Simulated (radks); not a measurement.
The numbers below are computed, except where a source is named.
Task: All-electron atom: Ne III in [He] 2s2 2p4 (the NIST ground configuration). Level of theory: Dirac Kohn-Sham, PBE, spin-unpolarised, spherical densities, finite nucleus; open shells fill j = l - 1/2 first; Fermi nuclear charge, rms radius 3.0055 fm (a radial shooting solver on a logarithmic mesh with Libxc functionals). Some entries of the table are withheld. Estimate them.

orbital  occ.  eigenvalue (hartree)  r(max) (bohr)
1s1/2       2             -32.39042         0.1026
2s1/2       2                   (1)         0.6595
2p1/2       2                   (2)            (3)
2p3/2       2                   (4)            (5)

Result: 
(1) 2s1/2 eigenvalue (hartree): -2.87073
(2) 2p1/2 eigenvalue (hartree): -2.01748
(3) 2p1/2 r(max) (bohr): 0.5813
(4) 2p3/2 eigenvalue (hartree): -2.01250
(5) 2p3/2 r(max) (bohr): 0.5825
